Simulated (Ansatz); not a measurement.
C7H10, SMILES `C/C=C1\C=CCC1`, relaxed with RKS PBE-D4/def2-SVP in Ansatz 0.2.0 from a rough embedded geometry. The force threshold is 0.03 eV/Å; the program also tests the step.

Charge 0, multiplicity 1.

Start:

```xyz
17

C    -2.500   -0.847    0.327
C    -1.471   -0.229   -0.571
C    -0.210    0.019   -0.217
C     0.411   -0.250    1.066
C     1.690    0.118    1.070
C     2.116    0.698   -0.242
C     0.844    0.641   -1.106
H    -2.197   -1.849    0.630
H    -2.632   -0.254    1.232
H    -3.459   -0.918   -0.179
H    -1.794    0.025   -1.572
H    -0.120   -0.693    1.890
H     2.378    0.027    1.894
H     2.933    0.117   -0.676
H     2.481    1.721   -0.114
H     0.534    1.636   -1.428
H     0.995    0.038   -2.003
```

(1) How much energy does the relaxation release, and in how many steps? (Best estimate.)

(2) Which bonds change most? (An estimate is asked.)

(3) Give the relaxed structure. (Estimate.)

Results:

(1) Computed: 18.15 kJ/mol, in 21 steps, 3 of them rejected.

(2) Computed: C1–H10 from 1.087 to 1.112 Å; C4–C5 from 1.331 to 1.357 Å; C2–C3 from 1.333 to 1.358 Å; C2–H11 from 1.082 to 1.105 Å.

(3) Ansatz gave: 
```xyz
17

C    -2.530   -0.921    0.296
C    -1.460   -0.342   -0.578
C    -0.203    0.004   -0.197
C     0.400   -0.112    1.131
C     1.698    0.284    1.122
C     2.147    0.718   -0.249
C     0.863    0.606   -1.116
H    -2.849   -1.925   -0.062
H    -2.212   -1.029    1.351
H    -3.447   -0.290    0.286
H    -1.731   -0.187   -1.638
H    -0.135   -0.483    2.017
H     2.364    0.281    1.999
H     2.968    0.065   -0.623
H     2.570    1.747   -0.240
H     0.537    1.604   -1.478
H     1.018   -0.018   -2.020
```
